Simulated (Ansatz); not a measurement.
Spectroscopic constants of MgBe-, multiplicity 2 (lowest of 2S+1 = 2, 4 at CCSD(T)/def2-TZVPP on PBE0 minima; our sources give no spin for the ground state, which may be another).

Constants: fifth-degree fit in 1/R to seven points, most abundant isotopes. Runs in def2 and cc sets follow the lowest solution found near the PBE0 minimum.

Correlated levels freeze the inner cores; with def2 sets outer-core shells near the valence are correlated too.

Codes used: Ansatz (a first-principles code) with Gaussian orbitals. Each number belongs to the level named beside it.

Energies at CCSD/def2-TZVPP:

| R (Å) | E (hartree) |
|---|---|
| 2.492211 | -214.44613645 |
| 2.559206 | -214.44728167 |
| 2.620842 | -214.44791825 |
| 2.690516 | -214.44825163 |
| 2.760191 | -214.44825884 |
| 2.840585 | -214.44795629 |
| 2.934378 | -214.44729309 |

**Question.** With a reduced mass of 6.5508 u, find the minimum, the force constant and the constants.

**Answer.** A fifth-degree polynomial in 1/R puts the minimum at r_e = 2.7264 Å with force constant 25.6 N/m. Then ω_e = (1/2πc)√(k/μ) = 258 cm⁻¹ and B_e = h/(8π²cμr_e²) = 0.3462 cm⁻¹; the cubic and quartic terms give α_e = 0.0063 and ω_e x_e = 3.5 cm⁻¹.
